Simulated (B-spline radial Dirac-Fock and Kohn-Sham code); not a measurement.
# W: input and output of one calculation

ΔSCF core binding energies without Breit or QED terms, calculated with a B-spline atomic structure program. Keys: rel is the Hamiltonian (dirac, or spin-free x2c and nr, where L3 and M5 stand for the whole 2p and 3d shells), method is hf or an exchange,correlation pair (spin-unpolarised, also for the hole states), nuc the nuclear model, radius_factor scales its radius, rmax is the box in bohr, h the logarithmic mesh step, order the B-spline order, points the quadrature points per cell, c_factor scales the speed of light, and damp, ndamp, maxit and tol steer the iteration. The run stops when the commutator error falls below 10·tol·max(1, Z/10), or the numerical noise floor, and the energy has settled to about 1e-8 Ha; the virial ratio is −V/T.

Input (task.json):

```json
{"items": [{"Z": 74, "q": 0, "cfg": [[1, 0, 2], [2, 0, 2], [2, 1, 6], [3, 0, 2], [3, 1, 6], [3, 2, 10], [4, 0, 2], [4, 1, 6], [4, 2, 10], [4, 3, 14], [5, 0, 2], [5, 1, 6], [5, 2, 4], [6, 0, 2]], "A": 184, "rrms": 5.3658, "do": "settings", "holes": ["K", "L3", "M5"],
  "settings": [{"rel": "dirac", "method": "hf", "nuc": "fermi", "radius_factor": 1.0, "rmax": 45.0, "h": 0.3, "order": 8, "points": 10, "c_factor": 1.0, "maxit": 93, "damp": 0.5, "ndamp": 3, "tol": 1e-08, "cfg": "1s2 2s2 2p6 3s2 3p6 3d10 4s2 4p6 4d10 4f14 5s2 5p6 5d4 6s2 6p2"}]}]}
```

Command: `python xray2_run.py task.json out`

Ground-state iterations:

```
iter   energy (Ha)        error
   1   -16154.55552077  2.14e+00
   2   -16148.00321830  2.82e-01
   3   -16155.02512872  1.27e-01
   4   -16155.84235336  3.31e-02
   5   -16149.54070197  1.20e-01
   6   -16155.67910575  5.84e-02
   7   -16155.93399982  2.42e-02
   8   -16156.08248010  1.58e-02
   9   -16155.88712881  3.08e-02
  10   -16155.88289616  3.20e-02
  11   -16156.08346201  8.80e-03
  12   -16156.09051860  4.37e-03
  13   -16156.09500545  1.59e-03
  14   -16156.09533158  6.47e-04
  15   -16156.09535902  2.69e-04
  18   -16156.09536743  1.69e-07
```

The ground state converged in 18 iterations, with total energy -16156.09537 Ha, virial ratio 1.88821 and highest orbital energy 0.94 eV. Holes are computed only in closed shells, and unreliable hole states are left out.

Task: One setting is unsound. Which, and why?

Result: cfg describes an anion whose outer electrons are not bound. With the default settings (Dirac Hartree-Fock): The ground state converged in 11 iterations, with total energy -16156.13543 Ha, virial ratio 1.88821 and highest orbital energy -7.26 eV. ΔSCF binding energies: K (1s) 69877.6 eV, L3 (2p3/2) 10240.9 eV, M5 (3d5/2) 1818.7 eV.
